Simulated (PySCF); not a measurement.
C2H6ClFSi2, SMILES F[SiH2]/C=C(/[SiH3])Cl. Heavy atoms are numbered as in [F:1][SiH2:2]/[CH:3]=[C:4](/[SiH3:5])[Cl:6]. Hydrogens are named by the atom that carries them.

Geometry: B3LYP-D3(BJ)/def2-SVP. The structure was generated by enumeration; whether it is a known compound was not checked. The values are those of a single conformer.

Level of theory: PBE0/pcSseg-1 (PySCF).

GIAO shieldings, no solvent; atoms alike by connectivity are averaged. δ = σ(ref) − σ: ¹⁹F against CFCl3 (σ = 167.2 ppm); ²⁹Si against TMS (σ = 352.7 ppm); ¹³C against TMS (σ = 186.3 ppm); ³⁵Cl against HCl (σ = 945.9 ppm); ¹H against TMS (σ = 31.56 ppm), references at their B3LYP-D3(BJ)/def2-TZVP geometries, non-relativistic (without spin–orbit terms, shifts of atoms bonded to Cl or Br come out too high).

```json
[
 {"atoms": "F1", "nucleus": "¹⁹F", "count": "1", "δ (ppm)": "-233.1"},
 {"atoms": "Si2 (SiH2)", "nucleus": "²⁹Si", "count": "1", "δ (ppm)": "[?]"},
 {"atoms": "Si5 (SiH3)", "nucleus": "²⁹Si", "count": "1", "δ (ppm)": "[?]"},
 {"atoms": "C4", "nucleus": "¹³C", "count": "1", "δ (ppm)": "168.6"},
 {"atoms": "C3 (CH)", "nucleus": "¹³C", "count": "1", "δ (ppm)": "152.8"},
 {"atoms": "Cl6", "nucleus": "³⁵Cl", "count": "1", "δ (ppm)": "[?]"},
 {"atoms": "H on C3", "nucleus": "¹H", "count": "1", "δ (ppm)": "7.12"},
 {"atoms": "H on Si2", "nucleus": "¹H", "count": "2", "δ (ppm)": "5.73"},
 {"atoms": "H on Si5", "nucleus": "¹H", "count": "3", "δ (ppm)": "[?]"}
]
```

Problem. What belongs in the gaps? (An estimate is asked for; the answer gives what the named calculation found.)

Solution. 
- Cl6, δ (ppm): 307.9
- Si2 (SiH2), δ (ppm): -10.2
- H on Si5, δ (ppm): 4.53
- Si5 (SiH3), δ (ppm): -60.4
